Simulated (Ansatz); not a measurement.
Reactions of `C[NH][Al]([CH3])[F]`.

Computed with Ansatz on PBE0-D4/def2-TZVP structures; ΔE is electronic, products minus reactants. CCSD(T)/CBS adds triple-zeta CCSD(T) − MP2 to the extrapolated MP2 energy (def2 sets, frozen cores). This one scheme is used for every species. DFT in def2-TZVPP. B3LYP here is the variant with VWN-RPA as its local correlation; programs differ in this. Triplets are unrestricted, without spin–orbit coupling. Elements past krypton have def2 core potentials. For Sn outer-core shells are correlated without core-valence functions, which leaves a few kJ/mol of doubt a bond. One conformer a species, not always the lowest.

| reaction | MP2/CBS(def2) (kJ/mol) | B3LYP-D4 (kJ/mol) | ωB97M-V (kJ/mol) | PBE0-D4 (kJ/mol) |
| --- | --- | --- | --- | --- |
| `C[NH][Al]([CH3])[F]` + `C#C[SiH2][SiH2]C` → `C#[C][Al]([CH3])[NH]C` + `C[SiH2][SiH2]F` | 45 | 41 | 39 | 43 |
| `C[NH][Al]([CH3])[F]` + `C#[C][SnH]([CH3])[Cl]` → `C[NH][Al]([F])[Cl]` + `C#[C][SnH]([CH3])[CH3]` | -51 | -40 | -42 | -41 |
| `C[NH][Al]([CH3])[F]` + `C#C` → `C#[C][Al]([CH3])[NH]C` + H–F | 120 | 126 | 125 | 116 |
| `C[NH][Al]([CH3])[F]` → `[CH2]` (triplet) + `C[NH][AlH][F]` | 495 | 474 | 485 | 480 |

Task: Give the CCSD(T)/CBS values in the same order. (Estimate.)

Result: Ansatz gave: 41, -48, 121, 482 kJ/mol.

Largest T1 diagnostic: 0.013, for `C#C`.
